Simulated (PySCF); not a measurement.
Geometries of 3 isomers of C2H7Ge (doublet state), from PBE0-D3(BJ)/def2-SVP geometry optimisation, gas phase (PySCF). One conformer each, no zero-point energy, no frequencies.

Problem. Which isomer lies lowest at this level?
A.
```xyz
10
angstrom
C     -1.444    0.238    0.335
C     -0.336   -0.214   -0.549
Ge     1.531   -0.154   -0.093
H     -2.225   -0.538    0.434
H     -1.956    1.127   -0.081
H     -1.104    0.501    1.348
H     -0.615   -0.552   -1.555
H      2.255   -1.423   -0.584
H      2.240    1.060   -0.737
H      1.673   -0.036    1.438
```
B.
```xyz
10
angstrom
C      1.477    0.536    0.217
C      0.513   -0.537   -0.080
Ge    -1.323   -0.038    0.493
H      1.942    0.611    1.202
H      1.617    1.369   -0.476
H      0.449   -0.760   -1.157
H      0.753   -1.475    0.446
H     -2.334   -1.143    0.115
H     -1.733    1.278   -0.196
H     -1.344    0.167    2.020
```
C.
```xyz
10
angstrom
C     -0.993    0.578   -0.255
C     -0.256   -0.738   -0.027
Ge     1.658   -0.490    0.372
H     -0.941    1.233    0.629
H     -0.572    1.139   -1.104
H     -2.060    0.404   -0.472
H     -0.699   -1.298    0.812
H     -0.330   -1.390   -0.912
H      2.365    0.268   -0.780
H      1.846    0.303    1.691
```

Solution. C. That is `C[CH2][GeH2]` [radical], 14.8 kcal/mol below the next.

```tsv
SMILES	atoms numbered as above	E (Eh)	relative (kcal/mol)	relative (kJ/mol)	dipole (D)	⟨S²⟩
C[CH2][GeH2]	[CH3:1][CH2:2][GeH2:3]	-2156.70280	0.0	0.0	0.97	0.752
C[CH][GeH3]	[CH3:1][CH:2][GeH3:3]	-2156.67914	14.8	62.1	0.94	0.755
[CH2][CH2][GeH3]	[CH2:1][CH2:2][GeH3:3]	-2156.67775	15.7	65.8	0.42	0.755
```
